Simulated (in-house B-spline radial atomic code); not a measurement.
RPA and G0W0 on LC-wPBE: Os IV (Os3+)

Configuration [Xe] 4f14 5d5, highest spin, mean-field start LC-wPBE. Computed with a B-spline radial code for spherical atoms: all electrons, scalar-relativistic (spin-free one-electron X2C), finite nucleus, each spin shell either full or empty, empty states to l = 9 with an (l + 1/2)⁻⁴ tail; G0W0 by contour deformation at full frequency.

Without the two-electron picture change, the correlation of inner shells comes somewhat too large for so heavy an element.

Command:
```bash
python run_gw.py task.json out
```
Settings (radii: box in bohr, nucleus in fm):
```
Z                        76
electrons                73
configuration            [Xe] 4f14 5d5
hamiltonian              x2c
method                   lc_wpbe
lmax                     9
rms_radius               5.4126
spin_polarised           True
box_radius               14.14
intervals                68
```

Cost of the run: 9.1 s on 1 thread of Arm Neoverse V1, with other jobs on the host.

Energies (hartree):

```csv
term,value
mean-field total,-17253.47405
Hartree-Fock functional on these orbitals,-17248.38608
direct second order,-7.4207
second-order exchange,1.8526
SOSEX correction,1.7437
```

What is the RPA correlation energy, and what remains with SOSEX?

RPA gives -6.4869 hartree (-2.42 eV per electron); RPA + SOSEX gives -4.7432, and the second-order doubles -5.568 hartree (no singles). RPA lacks exchange-type terms and so overcorrelates at short range.

Quasi-particle levels (eV):

```tsv
level	occupied	mean field	Σx - vxc	Σc	QP weight	G0W0
5d up	yes	-41.01	-2.07	?	?	?
5p down	yes	-84.36	-3.77	0.12	0.940	-88.01
4f down	yes	-87.71	-15.04	6.78	0.899	-95.96
4f up	yes	-88.28	-15.39	7.19	0.856	-96.48
5d down	no	-27.602	3.68	-3.00	0.960	-26.915
```

G0W0 = mean field + (Σx - vxc) + Σc, with Σc (partial-wave tail included) taken at the quasi-particle energy. Only the outer levels were computed.

Where does G0W0 put 5d up?

At -43.46 eV, with Σc = -0.39 eV and a quasi-particle weight of 0.959. The tabulated removal energy is 41 ± 1.7 eV (NIST, tabulated theory); the calculation leaves out spin-orbit coupling, Breit and QED terms, and what these don't explain is the method's own error.
